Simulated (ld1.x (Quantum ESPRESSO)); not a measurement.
Ranking RRKJ potentials for iron

All share these settings but for the change named:

- Element: iron
- Generator: ld1.x (Quantum ESPRESSO) 7.5
- Type: norm-conserving RRKJ (Kleinman–Bylander form)
- Functional: LDA (PZ)
- Relativity: fully relativistic
- Frozen core: [Ar]
- Valence charge: 8
- Reference configuration: 3d6 4s2 4p0
- Partial waves: 4p (bound, empty): rc 3.05 bohr; 3d (bound): rc 1.65 bohr; 4s (bound): rc 2.30 bohr
- Local potential: the s channel
- Core correction: a·sin(br)/r model core, default radius (core density twice the valence density)

Open shells are filled in proportion to 2j + 1 (rel_dist='average').

Test errors are all-electron minus pseudo excitation energies from the reference, over 3d6 4s1 4p0; 3d6 4s0 4p0; 3d5 4s0 4p0; 3d4 4s0 4p0; 3d6.5 4s1.5 4p0; 3d5 4s2 4p0; 3d7 4s1 4p0. None of these files shows a bound ghost.

The base gives 1436.3 meV.

Of 7 variants that were run, those that failed, showed a ghost or another fault, or gave nearly equal values are left out.

(1) Rank these variants by their largest absolute test error, smallest first.
A. wave 3d (bound): rc 1.65 bohr becomes 3d (bound): rc 2.06 bohr
B. wave 3d (bound): rc 1.65 bohr becomes 3d (bound): rc 1.52 bohr
C. wave 3d (bound): rc 1.65 bohr becomes 3d (bound): rc 1.26 bohr
D. wave 3d (bound): rc 1.65 bohr becomes 3d (bound): rc 2.26 bohr

Results:

(1) A (213.7 meV), D (1007.1 meV), B (1727.6 meV), C (2162.9 meV).
